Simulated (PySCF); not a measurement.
## Field gradients at the hydrogen positions

Compound: C₆H₆P₂.
Atom-mapped SMILES: `[CH2:1]=[CH:2][c:3]1[cH:4][p:5][cH:6][cH:7][p:8]1` (hydrogens: H9, H10 on C1; H11 on C2; H12 on C4; H13 on C6; H14 on C7)

Geometry (GFN2-xTB, Å), atoms numbered from 1 in this order:
```xyz
14
C6H6P2 angstrom
C     -2.8124   -0.1448   -0.1643
C     -1.7732    0.4371    0.4234
C     -0.3553    0.1891    0.1679
C      0.0577   -0.5746   -0.9066
P      1.6503   -1.0292   -1.4172
C      2.6629   -0.2652   -0.2277
C      2.2844    0.5117    0.8358
P      0.6901    0.9690    1.3491
H     -3.8221    0.1106    0.1079
H     -2.7102   -0.8974   -0.9279
H     -1.9549    1.1714    1.2019
H     -0.7197   -0.9615   -1.5580
H      3.7268   -0.4297   -0.3714
H      3.0749    0.9129    1.4648
```

Level: PBE0/pcSseg-1 (PySCF, non-relativistic); Q(2H) = 0.00286 b; rigid geometry, the same for H and D, with no vibrational averaging.

Problem. Give the electric field gradient Vzz (the principal value of largest size), its asymmetry and the 2H coupling at each hydrogen.

Solution. 
```
atom  bonded to  bond length (Å)  Vzz (au)     η  χzz (kHz)
  H9         C1            1.076    0.3371  0.05        227
 H10         C1            1.077    0.3361  0.06        226
 H11         C2            1.085    0.3114  0.09        209
 H12         C4            1.085    0.3167  0.08        213
 H13         C6            1.086    0.3162  0.06        212
 H14         C7            1.087    0.3142  0.06        211
```

Problem. How does χzz go with the bond length over the 6 C–H bonds?

Solution. A straight-line fit has a slope of -15.7 kHz for each 0.01 Å, with a correlation coefficient of -0.98, over lengths from 1.076 to 1.087 Å. The longer bonds have the smaller couplings here.

Problem. A static deuteron (I = 1) shows a doublet split by (3/2)χ, (3/4)χ(1 + η) and (3/4)χ(1 − η) with the field along z, y and x of the gradient. What are these for H10?

Solution. With |χ| = 225.9 kHz and η = 0.056: 339, 179 and 160 kHz, to first order and without motion.

Geometry: GFN2-xTB, one conformer, isolated molecule. GFN2-xTB bond lengths can be off by several hundredths of an ångström, more for odd bonds, and the gradients follow them. With so small a basis the couplings can be 20 % off.
